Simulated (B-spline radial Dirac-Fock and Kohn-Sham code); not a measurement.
Satellites and hypersatellites of the K lines of Ce³⁺

System: Ce³⁺, [Xe] 4f1, inside a Watson sphere of charge -3 and radius 2.2 Å (a model of the Madelung potential; inside it an electron's potential energy is raised by 19.6 eV).

Input file task.json (cfg lists n, l and occupation; rrms is the nuclear radius in fm):

```json
{"items": [{
  "Z": 58,
  "q": 3,
  "cfg": [[1, 0, 2], [2, 0, 2], [2, 1, 6], [3, 0, 2], [3, 1, 6], [3, 2, 10], [4, 0, 2], [4, 1, 6], [4, 2, 10], [4, 3, 1], [5, 0, 2], [5, 1, 6]],
  "A": 140,
  "rrms": 4.8771,
  "watson": [-3, 2.2],
  "do": ["binding", "quiet", "double"]
}]}
```

Command: `python xray_run.py task.json out`

Level of theory: multi-electron Dirac-Fock with separately optimised hole states, Breit and Lamb-shift corrections added in first order; an atomic code on a B-spline grid. Each two-hole energy is an average over J within one jj subconfiguration, not an observable level; in light atoms, where LS coupling holds, the j-resolved values are not observed lines, and for a K spectator the Kα1 hypersatellite is nearly forbidden. Electron correlation is not included.

Lines without a spectator: Kα2 (K-L2) 34275.8 eV, Kα1 (K-L3) 34716.9 eV, Kβ3 (K-M2) 39164.8 eV, Kβ1 (K-M3) 39253.2 eV. Shifts in eV with one spectator hole (a dash: not computed, or left out as unreliable):

| spectator hole | Kα2 | Kα1 | Kβ3 | Kβ1 |
| --- | --- | --- | --- | --- |
| L2 (2p1/2) | +80.6 | +103.7 | – | +212.9 |
| L3 (2p3/2) | +73.0 | +75.1 | +179.8 | – |
| M2 (3p1/2) | – | +13.40 | +29.08 | +34.9 |
| M3 (3p3/2) | +8.93 | – | +28.12 | +27.78 |
| M4 (3d3/2) | +2.09 | -1.06 | – | – |
| M5 (3d5/2) | -1.86 | +0.69 | – | – |

**Question.** Where does the K-L3 hypersatellite lie, emitted when both K electrons are missing?

**Answer.** +727.5 eV from the normal line, at 35444.4 eV. Removing both K electrons costs 81894.3 eV, which is 981.3 eV more than twice the K binding energy.

With n spectator holes in 2p, averaged over the 2p shell (energies in eV):

| n | KαLⁿ | step | hypersatellite KαʰLⁿ |
| --- | --- | --- | --- |
| 0 | 34569.8 | – | 35287.1 |
| 1 | 34652.4 | +82.5 | 35371.2 |
| 2 | 34736.3 | +83.9 | 35456.7 |
| 3 | 34821.5 | +85.3 | 35543.6 |
| 4 | 34908.2 | +86.7 | 35631.9 |
| 5 | 34996.2 | +88.0 | 35721.6 |
